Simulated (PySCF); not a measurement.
Al(OSiH3)2 (AlH6O2Si2), SMILES [SiH3][O][Al][O][SiH3], multiplicity 2. Geometry optimised at PBE-D3(BJ)/def2-SVP. The multiplicity is an assumed one; no other spin state was optimised. The isomer is the one that the SMILES or the coordinates give; other isomers of the formula were not compared. One conformer was computed; it need not be the lowest.

Computed equilibrium geometry at PBE-D3(BJ)/def2-SVP (PySCF confirms it by a frequency run) as a Z-matrix, and its point group (one conformer of several):
point group C2.
```
Al
O 1 1.7145
Si 2 1.6669 1 160.06
O 1 1.7145 2 119.70 3 179.76
Si 4 1.6669 1 160.06 2 179.76
H 5 1.5045 4 109.81 1 120.12
H 3 1.5045 2 109.81 1 120.12
H 5 1.5045 6 108.95 4 -120.31
H 3 1.5045 7 108.95 2 -120.31
H 3 1.5070 7 108.59 9 -118.10
H 5 1.5070 6 108.59 8 -118.10
```
Charge 0, spin multiplicity 2.
